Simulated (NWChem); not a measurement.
Molecule: C4H4FN; SMILES C(=C(/C)C#N)/F

Program: NWChem. Pople sets run with spherical d functions. All runs use the structure optimised with PBE0/def2-SVP. Level: PBE/6-31G* with COSMO at NWChem's default radii, gas-phase geometry; rows give the dielectric constant.

```
dielectric constant  electrostatic solvation energy (kcal/mol)  dipole in solution (D)
-------------------  -----------------------------------------  ----------------------
2.4                                                        [?]                     [?]
7.6                                                       -4.8                    3.94
20.7                                                      -5.4                    4.04
25.0                                                      -5.4                    4.05
37.5                                                      -5.5                    4.07
```

### Question
What belongs in the gaps?

### Answer

- 2.4, electrostatic solvation energy (kcal/mol): -3.0
- 2.4, dipole in solution (D): 3.61
